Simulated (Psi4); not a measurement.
Interaction energy of HCl ··· Br2 (SMILES Cl and BrBr). Monomers: optimised at B3LYP-D3(BJ) (def2-TZVP), held rigid. Orientation: a random orientation, not optimised. The monomers approach along the line of their centres of mass (distance R); nothing else relaxes.

Geometry at R = 4.34 Å (first 2 atoms: monomer A):
```
4

Cl     0.6410     0.0000     0.0000
H     -0.6410     0.0000     0.0000
Br    -2.2013     3.9684     1.1833
Br    -1.8919     2.8969    -0.8461
```

Levels: PBE/def2-TZVP, counterpoise-corrected (Psi4); PBE-D3(BJ)/def2-TZVP, counterpoise-corrected (Psi4); B3LYP-D3(BJ)/def2-TZVP, counterpoise-corrected (Psi4); wB97X-V/def2-TZVP, counterpoise-corrected (Psi4).

Interaction energies in kJ/mol; the last columns give the difference from wB97X-V:

```csv
R / Å,PBE/def2-TZVP,PBE-D3(BJ)/def2-TZVP,B3LYP-D3(BJ)/def2-TZVP,wB97X-V/def2-TZVP,PBE/def2-TZVP − wB97X-V/def2-TZVP,PBE-D3(BJ)/def2-TZVP − wB97X-V/def2-TZVP,B3LYP-D3(BJ)/def2-TZVP − wB97X-V/def2-TZVP
3.74,8.18,3.65,4.33,5.87,2.31,-2.22,-1.55
3.91,3.35,-0.72,-0.46,0.98,2.37,-1.70,-1.44
4.16,-0.03,-3.43,-3.34,-2.13,2.09,-1.30,-1.21
4.34,-1.00,-3.94,-3.81,-2.79,1.78,-1.15,-1.02
4.53,-1.37,-3.85,-3.63,-2.82,1.45,-1.03,-0.80
4.74,-1.38,-3.40,-3.10,-2.50,1.12,-0.91,-0.60
5.03,-1.12,-2.63,-2.29,-1.89,0.77,-0.74,-0.39
5.33,-0.80,-1.90,-1.60,-1.34,0.54,-0.56,-0.26
5.83,-0.40,-1.04,-0.89,-0.73,0.33,-0.31,-0.16
6.53,-0.13,-0.45,-0.44,-0.34,0.20,-0.11,-0.11
7.58,-0.03,-0.16,-0.18,-0.13,0.09,-0.03,-0.05
8.81,-0.01,-0.06,-0.07,-0.05,0.04,-0.01,-0.02
```

PBE/def2-TZVP is furthest from wB97X-V/def2-TZVP at 3.91 (2.37 kJ/mol, above); its mean absolute difference over the points is 1.09 kJ/mol.

PBE-D3(BJ)/def2-TZVP is furthest from wB97X-V/def2-TZVP at 3.74 (-2.22 kJ/mol, below); its mean absolute difference over the points is 0.84 kJ/mol.

B3LYP-D3(BJ)/def2-TZVP is furthest from wB97X-V/def2-TZVP at 3.74 (-1.55 kJ/mol, below); its mean absolute difference over the points is 0.64 kJ/mol.
